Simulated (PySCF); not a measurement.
**Question.** What does the PBE0-D3(BJ)/def2-SVP structure of InChI=1S/C3H3F3O/c1-2(4)7-3(5)6/h3H,1H2 look like in three dimensions?

**Answer.** 
```
atom  x, y, z in Å
C1     1.8218    0.2058   -0.5190
C2     0.6671   -0.3809   -0.2406
F3     0.1947   -1.4178   -0.9257
O4    -0.1284   -0.0463    0.7930
C5    -1.4780    0.0940    0.5474
F6    -2.0631    0.2044    1.7312
F7    -1.6967    1.2177   -0.1475
H8     2.4513   -0.1852   -1.3164
H9     2.1375    1.0665    0.0673
H10   -1.8956   -0.7591   -0.0116
```

Any rigid rotation of these coordinates is as good. Atoms count from 1 in this order. The C–O distances run from 1.346 Å (C2–O4, drawn single) to 1.379 Å (O4–C5, drawn single), a spread of 0.033 Å. Of the pairs four or more bonds apart, F3···H10 is among the closest relative to their van der Waals radii: 2.37 Å, 89 % of the sum of Bondi's values.

Bonds between heavy atoms (Å): C1=C2 1.325, C2–F3 1.330, C2–O4 1.346, O4–C5 1.379, C5–F6 1.325, C5–F7 1.339.

Computed with PySCF 2.14.0, PBE0-D3(BJ)/def2-SVP geometry optimisation, gas phase.

Point group: C1 (no symmetry element, even within 0.4 Å). No frequency check. The numbers are those of one conformer (C1–C2–O4–C5 134°, C2–O4–C5–F6 170°).
